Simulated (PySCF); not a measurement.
## From computed data to an observable: oscillator strength and radiative lifetime

CH6ClNOSi, SMILES C[Si](N)(O)Cl.

The structure is a stationary point at PBE0-D3(BJ)/def2-SVP. The structure was generated by enumeration, and PubChem lists no compound with its InChIKey, so it may never have been made. One conformer was computed; it need not be the lowest.

TDDFT-PBE/def2-SVPD (PySCF) puts the first singlet state with f over 0.02 at 5.89 eV (vertical), with the transition dipole (-0.038, -0.153, 0.432) in atomic units.

### Question
Find the oscillator strength, the wavelength and the radiative lifetime that this transition would have in vacuum if emission retraced absorption.

### Answer

|μ|² = 0.2115 au, so |μ| = 1.17 D. ΔE = 5.89/27.211 = 0.2165 hartree. f = (2/3) ΔE |μ|² = 0.031 (the program prints 0.030).
λ = 1239.84/5.89 = 210 nm; ν = 47506 cm⁻¹.
Einstein's coefficient A = 0.6670 ν² f s⁻¹ (ν in cm⁻¹) = 4.6e7 s⁻¹, so τ = 1/A = 22 ns. This state is S1. The figure is the radiative limit of this one transition; relaxation, internal conversion, crossing to triplets and a medium change what is measured.
